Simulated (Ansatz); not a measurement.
Cost and result for the atomization energy of C₂H₇BFN (`CBNCF`) (12 atoms, 11 bonds).

Z-matrix (Å, degrees):
```
C
B 1 1.564
H 1 1.095 2 110.4
H 1 1.095 2 110.0 3 -115.9
H 1 1.093 2 114.5 3 122.3
N 2 1.400 1 122.0 3 -122.0
H 2 1.201 1 121.6 3 57.2
C 6 1.413 2 125.7 1 -177.6
H 6 1.010 2 119.9 1 -1.7
F 8 1.388 6 111.2 2 102.5
H 8 1.091 6 109.3 2 -16.3
H 8 1.094 6 111.7 2 -139.1
```

Total charge 0; spin multiplicity 1. The structure was optimised at the PBE0-D4/def2-TZVP level. It is one conformer, not always the lowest. Program: Ansatz. All runs use 4 threads of an Arm Neoverse V1 on a shared host. Times are those of one run each, without the atoms' runs, and a repeat can differ threefold. Electronic energies, without spin–orbit coupling; frozen cores. CCSD(T)/CBS adds CCSD(T) − MP2 in def2-TZVPP to the MP2 limit, and its time is that of the two runs behind it. T1 = 0.012. B3LYP takes the VWN-RPA correlation (the form of Gaussian; ORCA's B3LYP/G).

CCSD(T)/CBS is a level of theory with its own doubt, some kJ/mol a heavy atom from the limit and from the frozen cores, so smaller differences don't rank the functionals.

```json
{"level": "PBE-D4/def2-TZVPP (with forces)", "functions": "253", "wall time": "2.2 s", "atomization (kcal/mol)": "1134.4", "difference from CCSD(T)/CBS": "29.0", "per bond": "2.6"}
{"level": "PBE0-D4/def2-TZVPP", "functions": "253", "wall time": "2.2 s", "atomization (kcal/mol)": "1114.5", "difference from CCSD(T)/CBS": "9.1", "per bond": "0.8"}
{"level": "B3LYP-D4/def2-TZVPP (with forces)", "functions": "253", "wall time": "3.6 s", "atomization (kcal/mol)": "1113.2", "difference from CCSD(T)/CBS": "7.8", "per bond": "0.7"}
{"level": "r2SCAN-D4/def2-TZVPP (with forces)", "functions": "253", "wall time": "3.8 s", "atomization (kcal/mol)": "1111.1", "difference from CCSD(T)/CBS": "5.7", "per bond": "0.5"}
{"level": "B2PLYP/def2-TZVPP", "functions": "253", "wall time": "4.3 s", "atomization (kcal/mol)": "1100.9", "difference from CCSD(T)/CBS": "-4.5", "per bond": "-0.4"}
{"level": "ωB97X-V/def2-TZVPP", "functions": "253", "wall time": "6.5 s", "atomization (kcal/mol)": "1111.5", "difference from CCSD(T)/CBS": "6.1", "per bond": "0.6"}
{"level": "ωB97M-V/def2-TZVPP (with forces)", "functions": "253", "wall time": "9 s", "atomization (kcal/mol)": "1113.7", "difference from CCSD(T)/CBS": "8.3", "per bond": "0.8"}
{"level": "MP2/def2-QZVPP", "functions": "495", "wall time": "20 s", "atomization (kcal/mol)": "1111.5", "difference from CCSD(T)/CBS": "6.1", "per bond": "0.6"}
{"level": "CCSD(T)/def2-TZVPP", "functions": "253", "wall time": "2.3 min", "atomization (kcal/mol)": "1079.2", "difference from CCSD(T)/CBS": "-26.2", "per bond": "-2.4"}
{"level": "CCSD(T)/CBS(def2)", "functions": "–", "wall time": "2.6 min", "atomization (kcal/mol)": "1105.4", "difference from CCSD(T)/CBS": "0.0", "per bond": "0.0"}
```

From PBE to PBE0 (25 % exact exchange), in def2-TZVPP and without D4, the atomization energy moves by −19.2 kcal/mol: exact exchange takes away binding that semilocal exchange gives to molecules. In def2-TZVPP, CCSD(T) changes the Hartree–Fock value by +259.3 kcal/mol (the triples alone add +14.4 kcal/mol) and MP2 by +276.2 kcal/mol; breaking electron pairs costs correlation energy, which Hartree–Fock lacks. The D4 term adds +6.6 kcal/mol with B3LYP and +3.4 kcal/mol with PBE0; it sums over pairs of atoms, weighted by their polarisabilities, and B3LYP, whose exchange is more repulsive, gets the larger term.
